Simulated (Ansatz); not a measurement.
Computed with Ansatz on PBE0-D4/def2-TZVP structures; ΔE is electronic, products minus reactants. CBS: MP2 limit from def2 TZ/QZ plus the TZ coupled-cluster correction, frozen cores. Functionals use def2-TZVPP. Each species was taken in one conformer, which may not be the lowest.

Reaction (redistribution): `C[Si](O)(F)[SiH3]` + `FC[NH][AlH][SH]` → `[SiH3]C[NH][AlH][SH]` + `C[Si](O)(F)F`

```csv
level,ΔE (kJ/mol)
PBE0-D4,-192.0
HF/def2-TZVPP,-211.9
```

(1) What does CCSD(T)/CBS give? (Estimate.)

Largest T1 diagnostic among the species: 0.012.

Answers

(1) Ansatz gave: -213.4 kJ/mol. The listed levels differ from it by 21.4, 1.5 kJ/mol.

From PBE to PBE0 (25 % exact exchange), in def2-TZVPP and without D4, ΔE moves by −10.7 kJ/mol. The D4 term adds −3.9 kJ/mol with B3LYP and −2.2 kJ/mol with PBE0; it sums over pairs of atoms, weighted by their polarisabilities, and B3LYP, whose exchange is more repulsive, gets the larger term.

B3LYP here is the variant with VWN-RPA as its local correlation; programs differ in this.
